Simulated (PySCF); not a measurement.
Si(AsH2)(F)2(H) (AsF2H3Si), SMILES F[SiH](F)[AsH2]. Geometry: PBE-D3(BJ)/def2-SVP.

Task: Give the equilibrium geometry at PBE-D3(BJ)/def2-SVP (PySCF confirms it by a frequency run) as Cartesian coordinates in Å, and its point group. (An estimate is asked for; the answer gives what the named calculation found.)

Result: point group Cs.
```xyz
7

Si    -1.0146    -0.3844     0.0000
F     -1.6809     0.3177    -1.3143
F     -1.6809     0.3177     1.3143
As     1.2997     0.1031     0.0000
H     -1.4278    -1.8236     0.0000
H      1.4992    -0.9587     1.1007
H      1.4992    -0.9587    -1.1007
```
